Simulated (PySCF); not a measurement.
Spectrum to structure. Computed with TDDFT CAM-B3LYP/def2-SVPD, vertical, gas phase, core orbitals frozen in the response in PySCF. Geometries: PBE0-D3(BJ)/def2-SVP, one conformer each. Relativistic effects are left out although some hold elements past zinc.

| state | ν̃ (cm⁻¹) | f | main configurations (H = HOMO, L = LUMO) |
| --- | --- | --- | --- |
| S1 | 30310 | 0.0002 | H-1→L (80%), H-1→L+2 (16%) |
| S2 | 37200 | 0.714 | H→L (96%) |
| S3 | 39370 | 0.0081 | H-2→L (68%), H→L+1 (24%) |
| S4 | 48850 | 0.241 | H→L+1 (66%), H-2→L (28%) |
| S5 | 51540 | 0.257 | H-2→L+1 (56%), H-3→L (21%), H→L+2 (19%) |
| S6 | 53040 | 0.0002 | H-1→L+2 (40%), H-1→L+7 (26%), H-1→L (16%) |
| S7 | 54490 | 0.010 | H-3→L (56%), H→L+2 (38%) |
| S8 | 55420 | 0.0001 | H-4→L (84%) |
| S9 | 56270 | 0.0040 | H→L+3 (92%) |
| S10 | 57780 | 0.136 | H→L+2 (34%), H-2→L+1 (34%), H-3→L (14%) |

Question: Which structure fits?
A. `c1co[c]([GeH]2[CH2]CC[CH2]2)c1`
B. `O=C/C=C/c1ccccc1`
C. `CC1=CC(C(=O)Cl)=CC=C1`

Answer: B. Its S1, at 3.76 eV, is the lowest among the candidates; the nearest of the others has S1 at 4.70 eV. S1 is HOMO-1→LUMO (80%), HOMO-1→LUMO+2 (16%). Löwdin shares by element: HOMO carbon 58% or more (atoms not listed hold the other 42%); LUMO carbon 44% or more, oxygen 13% (atoms not listed hold the other 43%). At the same level the other candidates give, for their lowest levels:
- `c1co[c]([GeH]2[CH2]CC[CH2]2)c1`: 5.82 eV (f 0.353); 6.40 eV (f 0.000); 6.83 eV (f 0.001); 6.92 eV (f 0.007); 7.01 eV (f 0.009); T1 3.87 eV; HOMO -7.74, LUMO 0.93 eV
- `Cc1cccc(C(=O)Cl)c1`: 4.70 eV (f 0.000); 4.74 eV (f 0.031); 5.28 eV (f 0.254); 6.14 eV (f 0.000); 6.41 eV (f 0.114); T1 3.63 eV; HOMO -8.84, LUMO -1.13 eV

Shape of the structure used: `[O:1]=[CH:2]/[CH:3]=[CH:4]/[c:5]1[cH:6][cH:7][cH:8][cH:9][cH:10]1`: O1–C2–C3–C4 -179°, C3–C4–C5–C6 1°.
Triplets come from the Tamm–Dancoff approximation.
